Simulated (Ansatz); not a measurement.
System: C$_{5}$H$_{7}$NSi (charge 0, singlet). 
Coordinates optimised at B3LYP-D3(BJ)/def2-TZVP (Ansatz, a first-principles code):
```xyz
14

Si     2.3020     0.3029    -0.0042
C      0.4441     0.0743    -0.0028
C     -0.4380     1.1489    -0.1529
C     -1.8047     0.9216    -0.1443
C     -2.2582    -0.3834     0.0151
N     -1.4446    -1.4273     0.1603
C     -0.1324    -1.1908     0.1497
H      2.9499    -1.0162     0.1735
H      2.7488     0.9048    -1.2831
H      2.7133     1.2078     1.0955
H     -0.0617     2.1583    -0.2758
H     -2.5094     1.7346    -0.2584
H     -3.3217    -0.5980     0.0266
H      0.5000    -2.0648     0.2705
```
Charge 0, spin multiplicity 1.

Quantity: vertical ionisation energy (to the doublet state of charge +1; each state is the SCF solution reached for its spin; the UHF <S^2> is 1.20 for the doublet (pure: 0.75); for the singlet the Hartree-Fock reference is unstable and T1 is 0.013), in eV. Correlated levels leave the core frozen unless marked. Open shells are spin-unrestricted. Spin-orbit coupling is left out. No relativistic terms. 

| level | program | vertical ionisation energy (eV) |
|---|---|---|
| HF/aug-cc-pV(T+d)Z | Ansatz | 8.19 |
| HF/aug-cc-pV(Q+d)Z | Ansatz | 8.19 |
| SVWN5/def2-TZVPD | Ansatz | 9.27 |
| PBE0/def2-TZVPD | Ansatz | 9.36 |
| BHLYP/def2-TZVPD | Ansatz | 9.37 |
| wB97X-V/def2-TZVPD | Ansatz | 9.55 |
| MP2/aug-cc-pV(D+d)Z | Ansatz | 10.50 |
| SCS-MP2/aug-cc-pV(D+d)Z | Ansatz | 10.42 |
| CCSD/aug-cc-pV(D+d)Z | Ansatz | 9.47 |
